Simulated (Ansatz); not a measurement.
System: SnHSCl, charge 0, singlet. SnHSCl (SMILES [SH][Sn][Cl]).
B3LYP-D3(BJ)/def2-TZVP minimum from Ansatz (a quantum-chemistry and plane-wave program):
```xyz
4

Sn     0.0505     0.0807     0.6485
Cl     1.3450     0.9774    -1.1564
S     -1.4517    -1.1859    -0.8116
H     -2.1636    -1.6765     0.2205
```

Atomisation energy term by term, kcal/mol (programs: Ansatz). Radicals and triplets start from unrestricted determinants; spin-orbit coupling is neglected. Correlated methods leave the cores frozen (noble-gas shells, and filled d and f shells in the p block). Past Kr the def2 sets carry scalar-relativistic core potentials. CBS(X,Y): correlation extrapolated as X^-3, Hartree-Fock from the larger set. A bracket is a step between two methods taken in the basis named. Where a partner has so few electrons that a lower coupled-cluster level is exact, that level stands in. Spin-orbit terms, left out, reach several kcal/mol for Br and I, and more for heavier atoms.

| term | basis | kcal/mol |
|---|---|---|
| Hartree-Fock | def2-QZVPP | 170.49 |
| CCSD correlation | CBS(def2-TZVPP,def2-QZVPP) | 77.56 |
| (T) | CBS(def2-TZVPP,def2-QZVPP) | 8.11 |
| CCSDT(Q) - CCSD(T) | def2-TZVPP | 0.33 |
| sum: De |  | 256.5 |

The step beyond CCSD(T) by other levels: CCSDT(Q) in def2-SVP 0.76 kcal/mol.
